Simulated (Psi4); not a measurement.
C2H8BClN2 (SMILES CN(C)B(N)Cl), singlet, geometry from GFN2-xTB; PBE/6-311+G(2d,p) (Psi4).

Psi4 was given this input:
```
memory 2 GB

molecule mol {
0 1
B     0.332572   -0.341400    0.318787
Cl    1.500710   -0.504704   -0.986584
N     0.644812   -1.036995    1.496183
H     0.084755   -1.046640    2.327921
H     1.481069   -1.586643    1.574807
N    -0.809942    0.447514    0.122473
C    -1.108698    1.155687   -1.103854
C    -1.837418    0.656510    1.117647
H    -2.061482    0.810743   -1.518143
H    -1.185218    2.230683   -0.911637
H    -0.324137    0.983773   -1.834886
H    -1.929041    1.722672    1.349874
H    -2.804465    0.304094    0.743950
H    -1.603814    0.121473    2.032760
}

set {
  basis 6-311+g(2d,p)
  reference rks
}

energy('pbe')
print_variables()
```

What the program printed (banner, timings and long lists left out):

```
   => Loading Basis Set <=

    Name: 6-311+G(2D,P)
    Role: ORBITAL
    Keyword: BASIS

         ---------------------------------------------------------
                                   SCF
               by Justin Turney, Rob Parrish, Andy Simmonett
                          and Daniel G. A. Smith
                              RKS Reference
         ---------------------------------------------------------

  ==> Geometry <==

    Molecular point group: c1
    Full point group: C1

    Geometry (in Angstrom), charge = 0, multiplicity = 1:

       Center              X                  Y                   Z               Mass
    ------------   -----------------  -----------------  -----------------  -----------------
         B            0.237650211840    -0.300400954714     0.359941495181    11.009305360000
         CL           1.405788211840    -0.463704954714    -0.945429504819    34.968852682000
         N            0.549890211840    -0.995995954714     1.537337495181    14.003074004430
         H           -0.010166788160    -1.005640954714     2.369075495181     1.007825032230
         H            1.386147211840    -1.545643954714     1.615961495181     1.007825032230
         N           -0.904863788160     0.488513045286     0.163627495181    14.003074004430
         C           -1.203619788160     1.196686045286    -1.062699504819    12.000000000000
         C           -1.932339788160     0.697509045286     1.158801495181    12.000000000000
         H           -2.156403788160     0.851742045286    -1.476988504819     1.007825032230
         H           -1.280139788160     2.271682045286    -0.870482504819     1.007825032230
         H           -0.419058788160     1.024772045286    -1.793731504819     1.007825032230
         H           -2.023962788160     1.763671045286     1.391028495181     1.007825032230
         H           -2.899386788160     0.345093045286     0.785104495181     1.007825032230
         H           -1.698735788160     0.162472045286     2.073914495181     1.007825032230

  Running in c1 symmetry.

  Rotational constants: A =      0.13637  B =      0.07303  C =      0.04843 [cm^-1]
  Rotational constants: A =   4088.31148  B =   2189.46168  C =   1451.85504 [MHz]
  Nuclear repulsion =  290.636744052555002

  Charge       = 0
  Multiplicity = 1
  Electrons    = 56
  Nalpha       = 28
  Nbeta        = 28

  ==> Algorithm <==

  SCF Algorithm Type is DF.
  DIIS enabled.
  MOM disabled.
  Fractional occupation disabled.
  Guess Type is SAD.
  Energy threshold   = 1.00e-06
  Density threshold  = 1.00e-06
  Integral threshold = 1.00e-12

  ==> Primary Basis <==

  Basis Set: 6-311+G(2D,P)
    Blend: 6-311+G(2D,P)
    Number of shells: 102
    Number of basis functions: 218
    Number of Cartesian functions: 230
    Spherical Harmonics?: true
    Max angular momentum: 2

  ==> DFT Potential <==

   => LibXC <=

    Version 7.1.2
    S. Lehtola, C. Steigemann, M. J. T. Oliveira, and M. A. L. Marques,  SoftwareX 7, 1–5 (2018) (10.1016/j.softx.2017.11.002)

   => Composite Functional: PBE <=

    PBE GGA Exchange-Correlation Functional

    J.P. Perdew et. al., Phys. Rev. Lett., 77(18), 3865-3868, 1996

    Deriv               =              1
    GGA                 =           TRUE
    Meta                =          FALSE

    Exchange Hybrid     =          FALSE
    MP2 Hybrid          =          FALSE

   => Exchange Functionals <=

    1.0000     XC_GGA_X_PBE

   => Correlation Functionals <=

    1.0000     XC_GGA_C_PBE

   => LibXC Density Thresholds  <==

    XC_GGA_C_PBE:  1.00E-12
    XC_GGA_X_PBE:  1.00E-15

   => Molecular Quadrature <=

    Radial Scheme          =       TREUTLER
    Pruning Scheme         =           NONE
    Nuclear Scheme         =       TREUTLER

    Blocking Scheme        =         OCTREE
    BS radius alpha        =              1
    Pruning alpha          =              1
    Radial Points          =             75
[...]
    K tasked:                    No
    wK tasked:                   No
    Algorithm:                 Core
    Schwarz Cutoff:           1E-12
    Mask sparsity (%):       4.9533
    Fitting Condition:        1E-10

   => Auxiliary Basis Set <=

  Basis Set: (6-311+G(2D,P) AUX)
    Blend: HEAVY-AUG-CC-PVTZ-JKFIT
    Number of shells: 272
    Number of basis functions: 906
    Number of Cartesian functions: 1115
    Spherical Harmonics?: true
    Max angular momentum: 4

  Minimum eigenvalue in the overlap matrix is 2.0895182083E-04.
  Reciprocal condition number of the overlap matrix is 1.8370768699E-05.
    Using symmetric orthogonalization.

  ==> Pre-Iterations <==

  SCF Guess: Superposition of Atomic Densities via on-the-fly atomic UHF (no occupation information).

   -------------------------
    Irrep   Nso     Nmo
   -------------------------
     A        218     218
   -------------------------
    Total     218     218
   -------------------------

  ==> Iterations <==

                           Total Energy        Delta E     RMS |[F,P]|

   @DF-RKS iter SAD:  -674.72461889030296   -6.74725e+02   0.00000e+00
   @DF-RKS iter   1:  -674.26521614426906    4.59403e-01   6.82202e-03 DIIS/ADIIS
   @DF-RKS iter   2:  -668.17600162177962    6.08921e+00   1.53192e-02 DIIS/ADIIS
   @DF-RKS iter   3:  -675.16899414543616   -6.99299e+00   2.53201e-03 DIIS/ADIIS
   @DF-RKS iter   4:  -675.19865403370488   -2.96599e-02   2.28001e-03 DIIS/ADIIS
   @DF-RKS iter   5:  -675.29875811431850   -1.00104e-01   4.95278e-04 DIIS/ADIIS
   @DF-RKS iter   6:  -675.30367910672317   -4.92099e-03   1.71943e-04 DIIS/ADIIS
   @DF-RKS iter   7:  -675.30435703416833   -6.77927e-04   3.00368e-05 DIIS
   @DF-RKS iter   8:  -675.30437614712753   -1.91130e-05   9.39563e-06 DIIS
   @DF-RKS iter   9:  -675.30437807737349   -1.93025e-06   2.61726e-06 DIIS
   @DF-RKS iter  10:  -675.30437823241607   -1.55043e-07   5.90377e-07 DIIS
  Energy and wave function converged.

  ==> Post-Iterations <==

   Electrons on quadrature grid:
      Ntotal   =   56.0001075803 ; deviation = 1.076e-04

    Orbital Energies [Eh]
    ---------------------

    Doubly Occupied:

[...]
      28A     -0.194344

    Virtual:

[...]
     218A    215.106239

    Final Occupation by Irrep:
              A
    DOCC [    28 ]
    NA   [    28 ]
    NB   [    28 ]

  @DF-RKS Final Energy:  -675.30437823241607

   => Energetics <=

    Nuclear Repulsion Energy =            290.6367440525550023
    One-Electron Energy =               -1503.0494825153148213
    Two-Electron Energy =                 596.7478340707482403
    DFT Exchange-Correlation Energy =     -59.6394738404045057
    Empirical Dispersion Energy =           0.0000000000000000
    VV10 Nonlocal Energy =                  0.0000000000000000
    Total Energy =                       -675.3043782324160702

Computation Completed

Properties will be evaluated at   0.000000,   0.000000,   0.000000 [a0]

Properties computed using the SCF density matrix

 Multipole Moments:

 ------------------------------------------------------------------------------------
     Multipole            Electronic (a.u.)      Nuclear  (a.u.)        Total (a.u.)
 ------------------------------------------------------------------------------------

 L = 1.  Multiply by 2.5417464519 to convert [e a0] to [Debye]
 Dipole X            :          9.3722869          -10.0450833           -0.6727963
 Dipole Y            :         -4.2368275            4.3387139            0.1018864
 Dipole Z            :         -3.6216606            4.3551663            0.7335057
 Magnitude           :                                                    1.0005330

 ------------------------------------------------------------------------------------

  Variable Map:
  ----------------------------------------------------------------------------
[...]
  Array Variable Map:
  ----------------------------------------------------------------------------
[...]
[...]
```
